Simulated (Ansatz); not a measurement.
ClIn (SMILES [Cl][In]): geometry of the low-spin state from B3LYP-D3(BJ)/def2-TZVP.
(charge 0, multiplicity 1):
```xyz
2

Cl     0.00000     0.00000    -1.81227
In     0.00000     0.00000     0.62875
```
The high-spin state stands at its own minimum; R- takes a restricted low-spin state.

The values were computed with Ansatz (Gaussian orbitals).  In def2 rows elements past Kr take small-core potentials, without spin–orbit coupling.

The gap E(multiplicity 1) − E(multiplicity 3) (kcal/mol) and the share of exact exchange:

| functional | exact exchange (%) | value |
|---|---|---|
| R-PBE/def2-TZVPP | 0 | -81.59 |
| R-PBE0/def2-TZVPP | 25 | -78.73 |
| R-B3LYP/def2-TZVPP | 20 | -83.45 |
| R-BHLYP/def2-TZVPP | 50 | -80.20 |
| R-r2SCAN/def2-TZVPP | 0 | -77.90 |

Task: Take the value as linear in the share of exact exchange along PBE and PBE0. Give the slope, say whether the sign turns, and set the other functionals against that line.

Result: 
Slope: (-78.73 − (-81.59))/2.5 = 1.15 kcal/mol for each 10 %. The line keeps its sign from 0 to 100 %. At 50 % it gives -75.9 kcal/mol. From B3LYP to BHLYP the slope is (-80.20 − (-83.45))/3 = 1.09 for each 10 %. BHLYP, at 50 %, lies -4.3 from the PBE line. B3LYP, at 20 %, lies -4.2 from the PBE line. r2SCAN, with none, stands 3.7 from PBE.

Ansatz is a program for electronic structure.
